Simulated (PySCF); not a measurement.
Atoms are numbered as in `[CH3:1][CH2:2][NH:3][B:4]([CH3:5])[CH3:6]`. Each H is labelled by its parent atom.

Geometry: PBE0-D3(BJ)/def2-SVP; GIAO shifts from PySCF, gas phase, non-relativistic, averaged over equivalent atoms.

At PBE0/pcSseg-1 (162 basis functions, 17 s wall time on 1 thread of an Arm Neoverse V2, shared host):
| atoms | δ (ppm) |
| --- | --- |
| C2 | 40.6 |
| C1 | 20.7 |
| C5/C6 | 5.2 |
| N3 | 139.8 |
| B4 | 44.1 |
| H(N3) | 3.62 |
| H(C2) | 2.92 |
| H(C1) | 1.03 |
| H(C5)/H(C6) | 0.27 |

Shifts are taken against calculated references (same method and geometry level): ¹³C (184.41 ppm), ¹H (31.27 ppm) against TMS; NH3 for ¹⁵N (265.67 ppm); ¹¹B (100.73 ppm) against BF3·OEt2.

Task: What do these become at KT2/pcSseg-1?

Result: 
```
      atoms  δ at KT2/pcSseg-1  change
         C2               42.7    +2.1
         C1               21.0    +0.3
      C5/C6                4.3    -0.9
         N3              142.2    +2.4
         B4               39.6    -4.5
      H(N3)               3.76   +0.14
      H(C2)               3.02   +0.10
      H(C1)               1.02   -0.01
H(C5)/H(C6)               0.23   -0.04
```

δ = σ(ref) − σ, references computed at the same level: ¹³C (183.22 ppm) and ¹H (31.18 ppm) against TMS; ¹⁵N (264.30 ppm) vs NH3; BF3·OEt2 for ¹¹B (99.90 ppm).

The largest change is at B4 (boron bonded to 2 C, N). Cost: 162 basis functions, 23 s wall time on 1 thread of an Arm Neoverse V2, shared host. The order of the carbon signals is the same at both levels.

A carbon bonded to boron is broadened by the quadrupolar boron nucleus and is often missing from a measured spectrum. The carbons averaged at δ 5.2 differ by 8 ppm in this conformer. Experimental scales use liquid or dissolved standards, which lie at an offset from isolated NH3 (liquid NH3: subtract about 20 ppm).
